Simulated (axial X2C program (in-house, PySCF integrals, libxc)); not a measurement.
## Ω levels of FeNC⁺ from open-shell CI on d6 s0 p(π)0

Computed with an axial X2C code built on PySCF integrals: two-component X2C with atomic mean-field Coulomb terms (Gaunt term off), basis Fe dyall-v3z, N dyall-v3z, C dyall-v3z (cores contracted in-house). Orbitals come from Hartree–Fock averaged over the configuration Fe d6 s0 p(π)0; CI then distributes these electrons over the d, s, p(π) shells of Fe.

Fe–N–C held linear, bonds 1.849 and 1.170 Å (the second held) (near the minimum of the configuration average).

Lowest levels of this model:

```
Ω  energy (cm⁻¹)     g∥  configuration
4              0  12.01        100% d6
3            191   8.02        100% d6
2            386   4.02        100% d6
1            584   0.02        100% d6
0            787   0.00        100% d6
0            787   0.00        100% d6
3           2816  10.00        100% d6
2           2899   6.00        100% d6
1           2981   2.13        100% d6
0           3038   0.00        100% d6
0           3124   0.00        100% d6
1           3186   5.87        100% d6
2           5552   7.99        100% d6
1           5581   4.00        100% d6
0           5591   0.00        100% d6
0          21138   0.00        100% d6
4          21188   9.99        100% d6
2          21577   5.94        100% d6
3          21636   6.03        100% d6
0          21900   0.00        100% d6
0          22000   0.00        100% d6
3          22174   7.97        100% d6
5          23231  11.97        100% d6
4          23531   7.99        100% d6
6          24097  14.00        100% d6
5          24293  10.04        100% d6
4          24456   6.07        100% d6
```

g∥ is the magnitude of 2⟨Lz + ge Sz⟩ for the +Ω component.

Q: From Ω and g∥ of the lowest level, whose 2⟨Lz + ge Sz⟩ is positive, find ⟨Sz⟩ and ⟨Lz⟩ (ge = 2.0023).

A: Ω = ⟨Lz⟩ + ⟨Sz⟩ = 4 and ⟨Lz⟩ + ge⟨Sz⟩ = 6.005, so ⟨Sz⟩ = 2.00 and ⟨Lz⟩ = 2.00.

Occupations of the active spinors in the lowest level by ω, shell by shell in order of energy: -5/2: 0.00; -3/2: 0.99 0.01 0.00; -1/2: 0.99 0.01 0.00 0.00; 1/2: 0.02 0.98 0.00 0.00; 3/2: 1.00 1.00 0.00; 5/2: 1.00. The leading determinant has weight 0.95 among 419.

This point took 3 s on 1 thread of Arm Neoverse N1, with other jobs on the host.

Dynamic correlation is missing, so gaps between terms are too wide and other configurations may lie lower; the lowest level listed is that of this model, not necessarily the ground state. For d shells the ligand-field splittings (σ, π, δ) and their order can be off by a thousand cm⁻¹ or more. At most 4 roots were kept for each Ω > 0 (twice that for Ω = 0) within 3.2 eV of the lowest, so higher up levels can be missing between those listed; levels with Ω > 0 are doubly degenerate and listed once, Ω = 0 levels singly. Some active spinors are only partly of the character that their shell is named for, so the shell names and counts are nominal. States that fill the shells left empty in the average are placed too high. The molecule was held linear; bending was not examined.
